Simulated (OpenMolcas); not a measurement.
# Pt2+ in KZnF3

Pt2+ with its 6 nearest fluoride ions at 2.027 Å, on the Zn site of KZnF3 (a = 4.054 Å, distance in the model lattice 2.027 Å). The rest of the host is ab initio model potentials to 7.6 Å and point charges beyond; the distance is set by hand and nothing relaxes. Ligand basis ANO-RCC-VDZP.

```
Program             : OpenMolcas
Method              : SS-CASPT2, IPEA 0.25 Eh, imaginary shift 0.1 Eh (closed shells correlated: 5s 5p and the ligand valence shells)
Basis               : ANO-RCC-VTZP [8s7p5d3f1g]
Scalar Hamiltonian  : DKH2, point nucleus
Active space        : 8 electrons in 5 orbitals (5d)
State averaging     : 2S+1 = 3 even, 10 roots; 2S+1 = 1 even, 15 roots
Spin-orbit coupling : state interaction with AMFI integrals over the reference wave functions
```

The lowest spin-free states (labels of O, the rotations of Oh), above the lowest:

| State | Degeneracy | E (cm-1) |
| --- | --- | --- |
| 3A2 | 1 | 0 |
| 1E | 2 | 8230 |
| 1A1 | 1 | 17100 |
| 3T2 | 3 | 26040 |
| 3T1 | 3 | 31980 |
| 1T2 | 3 | 34670 |
| 1T1 | 3 | 37300 |
| 3T1 | 3 | 53800 |
| 1E | 2 | 62070 |
| 1T2 | 3 | 62170 |
| 1A1 | 1 | 76310 |

The lowest levels with spin-orbit coupling:

| E (cm-1) | Degeneracy | Label | 2S+1 |
| --- | --- | --- | --- |
| 0 | 3 | T2 | 3 |
| 7650 | 2 | E | 1 |
| 16480 | 1 | A1 | 1 (86 %) |
| 24060 | 2 | E | 3 |
| 24430 | 3 | T1 | 3 |
| 27010 | 3 | T2 | 3 (87 %) |
| 30020 | 1 | A2 | 3 |
| 34030 | 1 | A1 | 3 (86 %) |
| 34190 | 3 | T1 | 3 |
| 34350 | 3 | T2 | 3 (84 %) |
| 36490 | 2 | E | 3 (89 %) |
| 36710 | 3 | T2 | 1 (64 %) |
| 40050 | 3 | T1 | 1 (88 %) |
| 52510 | 1 | A1 | 3 (90 %) |
| 55760 | 3 | T1 | 3 |
| 57410 | 2 | E | 3 |
| 57530 | 3 | T2 | 3 (76 %) |
| 65810 | 2 | E | 1 (89 %) |
| 66340 | 3 | T2 | 1 (82 %) |
| 81490 | 1 | A1 | 1 (89 %) |

Powder χT (cm3 K/mol): 1.47 at 2 K, 1.47 at 10 K, 1.47 at 50 K, 1.48 at 100 K, 1.48 at 200 K, 1.49 at 300 K. The effective moment at 300 K is 2.828 √(χT) = 3.45 μB.

The lowest level has 2S+1 = 3, for which the spin-only value is χT = S(S+1) / 2 = 1.000 cm3 K/mol (g = 2). The computed 1.487 at 300 K differs by +0.487, through orbital momentum, spin-orbit coupling and any other state in reach.

A least-squares ligand-field fit to the states below 45000 cm-1, each weighted by its degeneracy and with a free common offset, gives 10Dq = 26231 cm-1, B = 555 cm-1 and C = 2298 cm-1 (C/B = 4.14), with an rms deviation of 244 cm-1.

The same method and metal basis give the free ion B = 677 cm-1 (fit to its terms below 60000 cm-1, rms deviation 447 cm-1), so the nephelauxetic ratio is β = 555 / 677 = 0.82; it hangs on how both fits weigh the states, and computed free-ion B values tend to be too large, so β mixes covalency with correlation.

Roots that are degenerate in the reference are averaged as groups; the widest CASPT2 spread within a group is 100 cm-1 (the 3-fold group of multiplicity 3 near 32000 cm-1 above the lowest state of its run). Shifts and gaps below about the spread of the groups concerned are not significant. Over all roots computed the reference weight is 0.72 to 0.73; a low but even weight reflects the number of correlated electrons. Real 4d8 and 5d8 ions are as a rule square planar and diamagnetic. The least metal-like active orbital is 84 % on the metal (Löwdin) and no ligand orbital is active, so the numbers are rough. Ligand-to-metal charge-transfer states are missing. With no ligand orbital active B as a rule stays too high, so bands that hang on it stand too high and its fall with covalency is understated. With one d shell and no ligand orbital active, 10Dq can be off by a tenth or more. The distance lies 3 % under the 2.081 Å that this model takes as the normal distance (a Shannon-type radius plus a fixed donor radius, weighted with the host); by an R⁻⁵ law this alone changes a d-shell field by about +14 %. No measured value stands beside these numbers; the geometry was set by hand and not optimised.
